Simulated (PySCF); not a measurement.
## Structure elucidation problem

The spectra below were simulated for a compound C9H11N.

¹H NMR (400 MHz, computed): δ 6.93 (m, 2H), 6.31 (m, 2H), 2.51 (s, 1H), 1.68 (s, 6H).

¹³C{¹H} NMR (computed): δ 120.7 (CH, 2C), 114.0 (CH, 2C), 89.8 (C), 81.3 (CH), 53.2 (C), 34.4 (CH3, 2C).

Computed data (PySCF): geometry: PBE0-D3(BJ)/def2-SVP, PBE0/pcSseg-1 with gauge-including orbitals. Gas phase, averaged over atoms made equivalent by symmetry, fast rotation or ring inversion, single conformer, relativity neglected.

References, each an isolated molecule treated in the same way: TMS for ¹H (σ = 31.27 ppm), ¹³C (σ = 184.41 ppm).

**Question.** Which candidate is it?
A. C=Cc1ccccc1CN
B. c1ccc(C2CCC2)nc1
C. C[C@@H](C#N)[C@]12C[C@@H]3[C@H](C1)[C@@H]32
D. C#CC(C)(C)n1cccc1

**Answer.** D. 

Rings plus π bonds: 5 (1 ring in the answer). 6 carbon signals for 9 carbons: some carbons are equivalent by symmetry or fast rotation. Carbon types of the structure: 2 × C, 5 × CH, 2 × CH3, which accounts for all hydrogens. δC 120.7: aromatic CH next to a ring nitrogen. δC 114.0: aromatic CH. δC 89.8: alkyne carbon; sp carbons lie upfield of alkene carbons because the cylindrical π system leaves one tensor component strongly shielded. δC 81.3: terminal alkyne carbon; sp carbons lie upfield of alkene carbons because the cylindrical π system leaves one tensor component strongly shielded. δC 53.2: propargylic fully substituted sp3 carbon bonded to N; the inductive effect lowers its shielding.

The others: c1ccc(C2CCC2)nc1 would give 8 carbon signals, not 6; C[C@@H](C#N)[C@]12C[C@@H]3[C@H](C1)[C@@H]32 would give 9 carbon signals, not 6; C=Cc1ccccc1CN would give 9 carbon signals, not 6.

Shifts are as computed. Against solution values, carbons near 30 ppm lie about +2 ppm off and those near 130 ppm about +5 ppm. Of 1211 compounds with measured shifts, 218 miss one by over three times the rms of a fit or turn the order of signals round; such compounds aren't used in these exercises. Multiplicities follow the n + 1 count of equivalent neighbours, as no J values were calculated; m marks all less simple cases, F and P coupling included.
